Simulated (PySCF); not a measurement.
# Scalar relativity in Si²⁺ (silicon, charge +2)

[Ne] 3s2, closed-shell 1S; UHF calculated with PySCF 2.14 in dyall-acv3z, once non-relativistic with a point nucleus and once with spin-free X2C-1e and a Gaussian nucleus.

```csv
shell,ε non-rel. (eV),ε X2C (eV),"rms r non-rel. (bohr, spins averaged)","rms r X2C (bohr, spins averaged)",change of radius (%)
1s,-1894.5,-1899.0,0.1292,0.1287,-0.40
2s,-189.02,-189.72,0.6128,0.6109,-0.31
2p,-137.16,-137.11,0.5987,0.5982,-0.08
3s,-32.163,-32.228,2.123,2.119,-0.20
```

The total energy goes from -287.9957 to -288.6011 hartree.

Ionisation energy, Si²⁺ [Ne] 3s2 (1S) → Si³⁺ [Ne] 3s1 (2S) (eV):

```tsv
method	non-relativistic	spin-free X2C	shift
UHF	31.955	32.019	0.064
LDA	33.521	33.589	0.067
PBE	33.381	33.447	0.067
PBE0	33.243	33.309	0.066
r2SCAN	32.870	32.936	0.066
MP2 (valence)	32.849	32.911	0.063
SCS-MP2 (valence)	33.027	33.090	0.062
MP2 (valence and next inner shell)	33.138	33.203	0.064
SCS-MP2 (valence and next inner shell)	33.257	33.321	0.064
CCSD (valence)	33.193	33.253	0.060
CCSD(T) (valence)	33.193	33.253	0.060
CCSDT (valence)	33.193	33.253	0.060
FCI (valence)	33.193	33.253	0.060
```

Relativity contracts and stabilises s shells directly. The contracted s shells screen the nucleus better, so for spin-averaged p shells the direct and indirect effects partly cancel.
